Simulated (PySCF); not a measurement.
Compound: C5H5NO.
Geometry (GFN2-xTB, Å), atoms numbered from 1 in this order:
```xyz
12
C5H5NO angstrom
N      2.5440   -0.2517    0.8363
C      1.6359   -0.7771    0.1400
C      0.2887   -0.2736   -0.0628
C     -0.7942   -0.6877   -0.7591
C     -1.6789    0.4643   -0.3583
C     -0.4350    0.9336    0.4286
O     -0.1873    1.8746    1.1204
H      2.2758    0.6189    1.2956
H      1.8770   -1.7083   -0.3695
H     -0.9876   -1.5358   -1.3904
H     -1.9937    1.1294   -1.1617
H     -2.5435    0.2127    0.2549
```

Probes without a nucleus sit at each ring's centroid and 1 Å off its mean plane on both sides; NICS is minus the shielding there, NICSzz its component along the normal. Level: GIAO PBE0/pcSseg-1 (PySCF, non-relativistic, gas phase) on the GFN2-xTB geometry, one conformer.

Ring bond lengths (Å), with Mayer bond orders in brackets: C3–C4 1.352 (1.58), C4–C5 1.507 (1.04), C5–C6 1.545 (0.98), C6–C3 1.491 (0.96).

**Question.** What do the NICS probes read (ppm)?

**Answer.** 
| ring | type | NICS(0) | NICS(1), two faces | NICS(1)zz, two faces | rms pucker (Å) | centre to ring atoms, mean (Å) |
| --- | --- | --- | --- | --- | --- | --- |
| C3–C4–C5–C6 | 4-membered carbocycle; formal bonds 1 double, 3 single | 4.8 | -2.5 / -2.4 | 0.9 / 1.1 | 0.00 | 1.04 |

**Question.** What can be read from them?

**Answer.** 
- C3–C4–C5–C6: mean NICS(1)zz 1.0 ppm, near zero. C5 has four or more neighbours, so the value isn't read as a sign of a π ring current. NICS(0) lies 7 ppm above the mean NICS(1).

**Question.** List the ring angles and the Hirshfeld charges of the ring atoms.

**Answer.** 
- C3–C4–C5–C6: C3 91.7° (-0.019 e), C4 95.7° (+0.011 e), C5 84.0° (-0.080 e), C6 88.7° (+0.158 e); sum 360.0° against 360° for a flat convex ring.

**Question.** How shielded are the nuclei of the rings and their hydrogens (means over atoms taken as equivalent)?

**Answer.** 
| atoms | environment | σ isotropic (ppm) |
| --- | --- | --- |
| C3 | fully substituted alkene carbon | 34.6 |
| C4 | alkene CH carbon | 20.4 |
| C5 | sp3 carbon next to a carbonyl | 136.0 |
| C6 | ketone carbonyl carbon | -5.2 |
| H10 | vinylic hydrogen | 23.47 |
| H11 (×2) | methylene hydrogen | 28.44 |
